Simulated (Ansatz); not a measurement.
Ideal-gas functions of Cl4F2Mo (`[F][Mo]([F])([Cl])([Cl])([Cl])[Cl]`) at 600 K and 1 bar, from an Ansatz frequency run at PBE0-D4/def2-TZVP.

Molar mass 275.75 g/mol, point group C2v (symmetry number 2), electronic degeneracy 1, moments of inertia 480.464, 593.963, 614.866 u Å². Harmonic wavenumbers (cm⁻¹, unscaled): 84, 85, 93, 184, 188, 197, 235, 262, 270, 343, 378, 408, 418, 650, 683.

Use S(trans) = R[1.5 ln M + 2.5 ln T − 1.1517]; rotational temperatures θ = 24.2544 K / I; S(rot) = R[ln(√π/σ · √(T³/θAθBθC)) + 1.5]; for each mode x = 1.438777 ν̃/T, S = R[x/(eˣ − 1) − ln(1 − e⁻ˣ)] and H = RT x/(eˣ − 1); 1 cm⁻¹ = 0.0119627 kJ/mol; R = 8.31446 J/(mol·K).

Question: By hand: the entropy, in J/(mol·K).

Answer: Translation 193.5. Rotation: θ = 0.0505, 0.0408, 0.0394 K, giving 130.4. Vibration, mode by mode: 21.65, 21.55, 20.81, 15.18, 15.01, 14.63, 13.19, 12.31, 12.07, 10.17, 9.41, 8.82, 8.63, 5.42, 5.08, in all 193.9. Electronic 0.0. Sum 517.8 J/(mol·K).

Question: By hand: H − E and G − E in kJ/mol, counted from the electronic energy.

Answer: Zero-point energy ½ × 4478 × 0.0119627 = 26.8; thermal vibration 52.3; translation, rotation and pV give 4 RT = 20.0. H − E = 99.1 kJ/mol, and G − E = 99.1 − 600 × 517.8/1000 = -211.6 kJ/mol.

Vibration gives 37 % of the entropy, 64.0 J/(mol·K) of it from the modes under 150 cm⁻¹: soft modes count most, and the harmonic formula is weakest for them.
